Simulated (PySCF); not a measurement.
In: excitation energy

In [Kr] 4d10 5s2 5p1 (2P) → In [Kr] 4d10 5s2 5d1 (2D), as a difference of total energies. All numbers are calculated (PySCF 2.14, a scalar-relativistic core potential, in aug-cc-pVQZ-PP with ECP28MDF (7s7p5d3f2g, 92 functions)). Correlated levels: valence: 4s2 4p6 4d10 frozen. The calculations carry no spin-orbit coupling.

Task: Order these methods by the excitation energy they give, lowest first.
A. PBE0
B. LDA
C. SCS-MP2 (valence)
D. PBE

Result: D (3.619 eV), A (3.763 eV), B (3.826 eV), C (3.923 eV).

Errors of the correlated levels include the incompleteness of this basis and the frozen core.

For comparison: 3.897 eV (measured; NIST levels, between the centres of gravity of the two terms).
